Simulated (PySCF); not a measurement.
# Sb (antimony, neutral) across methods

[Kr] 4d10 5s1 5p3 5d1, high-spin 6D determinant (an excited configuration). All numbers are calculated (PySCF 2.14, the non-relativistic Hamiltonian (point nucleus), in dyall-av2z).

```csv
method,E (hartree),mean ε 5s α (eV),mean ε 5p α (eV),mean ε 5d α (eV),Σ⟨r²⟩ (bohr²),⟨S²⟩
r2SCAN0,-6315.60,-17.624,-9.128,-0.063,71.65,8.752
PBE0,-6315.17,-17.062,-8.829,-0.124,71.69,8.751
r2SCAN,-6315.55,-15.925,-8.072,0.466,71.76,8.752
LDA,-6309.94,-15.333,-7.740,0.486,71.90,8.751
UHF,-6313.09396,-22.103,-11.874,-1.530,72.23,8.753
TPSSh,-6315.25,-16.003,-8.155,0.247,71.79,8.751
PBE,-6314.98,-15.141,-7.632,0.441,71.88,8.751
```

**Question.** Estimate the same row for B3LYP.

**Answer.** E (hartree) = -6315.56; mean ε 5s α (eV) = -16.541; mean ε 5p α (eV) = -8.403; mean ε 5d α (eV) = 0.145; Σ⟨r²⟩ (bohr²) = 71.92; ⟨S²⟩ = 8.751.

A non-relativistic calculation at this Z misses sizeable relativistic shifts. The outer electron is Rydberg-like, and this basis confines it to a smaller radius and binds it less than a complete one would.

The highest occupied level is positive at B3LYP, r2SCAN, LDA, TPSSh, PBE: only the finite basis holds that electron, which in a density functional comes from self-interaction.
